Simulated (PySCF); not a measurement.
Cartesian coordinates in Å; atom numbers follow the order of the lines, from 1:
```xyz
9

O     3.516    2.435    3.276
B     4.216    1.971    2.208
O     3.788    0.998    1.361
Si    6.048    2.783    1.876
Cl    7.208    2.450    3.578
H     2.668    2.005    3.439
H     2.924    0.622    1.565
H     6.753    2.161    0.717
H     5.992    4.260    1.655
```

Geometry: PBE0-D3(BJ)/def2-SVP; GIAO shifts from PySCF 2.14, gas phase, non-relativistic, averaged over equivalent atoms.

At PBE0/pcSseg-1 (119 basis functions, 7.9 s wall time on 1 thread of an x86-64 server CPU, shared host):
| atoms | δ (ppm) |
| --- | --- |
| O1/O3 | 144.2 |
| B2 | 28.4 |
| Si4 | -26.4 |
| Cl5 | -114.2 |
| H8/H9 | 5.01 |
| H6/H7 | 3.60 |

Scale: $^{17}$O (σ = 334.56 ppm) against H2O; $^{11}$B (σ = 100.73 ppm) against BF3·OEt2; $^{29}$Si (σ = 351.99 ppm), $^{1}$H (σ = 31.27 ppm) against TMS; $^{35}$Cl (σ = 943.27 ppm) vs HCl (reference shieldings calculated alike).

Question: What do these become at HF/pcSseg-2?

Answer: 
```tsv
atoms	δ at HF/pcSseg-2	change
O1/O3	108.4	-35.8
B2	31.8	+3.4
Si4	-34.6	-8.2
Cl5	-121.9	-7.7
H8/H9	4.54	-0.47
H6/H7	3.39	-0.21
```

Referencing at the same level of theory: $^{17}$O (σ = 326.33 ppm) against H2O; $^{11}$B (σ = 114.51 ppm) against BF3·OEt2; TMS for $^{29}$Si (σ = 382.96 ppm), $^{1}$H (σ = 31.68 ppm); $^{35}$Cl (σ = 944.88 ppm) against HCl.

The largest change is at O1/O3 (oxygen bonded to B, H). Cost: 250 basis functions, 12 s wall time on 1 thread of an x86-64 server CPU, shared host.

Experimental scales use liquid or dissolved standards, which lie at an offset from isolated H2O (liquid H2O: subtract about 36 ppm).
